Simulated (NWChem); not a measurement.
Species: C2H4AlClO; SMILES C=[CH][Al]([OH])[Cl]

```xyz
9

Al     0.2131    -0.0261     0.0000
Cl    -0.4901    -2.0299     0.0000
C     -1.0024     1.4721     0.0000
C     -0.5533     2.7385     0.0000
H     -2.0836     1.3223     0.0000
H     -1.2252     3.5981     0.0000
H      0.5088     2.9788     0.0000
O      1.8951     0.2675     0.0000
H      2.5347    -0.4552     0.0000
```
Atoms are numbered in this order, from 1.

All runs: NWChem. Pople sets run with spherical d functions. Medium grid unless said otherwise, to which SCAN and Minnesota functionals are sensitive. Geometry: optimised at B3LYP/6-31G* (spherical d). Hybrids' shares of exact exchange are those that their runs print; pure functionals count as 0. The functionals differ in more than this share.

| row | share of exact exchange | highest occupied level (eV) |
|---|---|---|
| PBE/6-31G* | 0.00 | -6.84 |
| B97-D/6-31G* | 0.00 | -6.75 |
| B3LYP/6-31G* | 0.20 | -7.72 |
| M06/6-31G* | 0.27 | -8.00 |
| BHandHLYP/6-31G* | 0.50 | withheld |
| M05-2X/6-31G* | 0.56 | -9.35 |

**Question.** Fit a straight line of the last column on the one before it, predict the withheld value, and compare with the run.

**Answer.** 
1. Means of the 5 shown rows: x = 0.206, y = -7.732. Slope Σ(x − x̄)(y − ȳ)/Σ(x − x̄)² = -0.9760/0.2143 = -4.554; intercept -6.794.
2. The shown rows scatter about the line by 0.031 (root mean square); the largest residual is -0.05, at PBE/6-31G*.
3. At x = 0.50 (BHandHLYP/6-31G*; inside the shown range) the line gives -9.07.
4. The run gives -8.94, +0.13 from the line, 4.2 times the scatter.
